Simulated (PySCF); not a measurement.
Mo (molybdenum, neutral) across methods

[Kr] 4d6, high-spin 5D determinant (an excited configuration). Computed with PySCF 2.14 in aug-cc-pVTZ-DK, with scalar relativity by spin-free X2C-1e.

| method | E (hartree) | mean ε 4p β (eV) | mean ε 4d α (eV) | mean ε 4d β (eV) | Σ⟨r²⟩ (bohr²) | ⟨S²⟩ |
| --- | --- | --- | --- | --- | --- | --- |
| LDA | -4043.39 | -35.606 | -3.429 | -1.411 | 54.62 | 6.009 |
| r2SCANh | -4048.13 | -36.480 | -3.733 | -1.517 | 53.55 | 6.020 |
| BP86 | -4048.65 | -35.389 | -3.344 | -1.513 | 54.48 | 6.011 |
| r2SCAN | -4048.14 | -35.630 | -3.287 | -1.199 | 53.96 | 6.022 |
| PBE0 | -4047.82 | -37.570 | -4.373 | -2.119 | 53.56 | 6.009 |
| PBE | -4047.76 | -35.219 | -3.262 | -1.284 | 54.74 | 6.010 |

⟨L²⟩ = 7.10 against 6 for a pure D term, so this real determinant mixes terms.
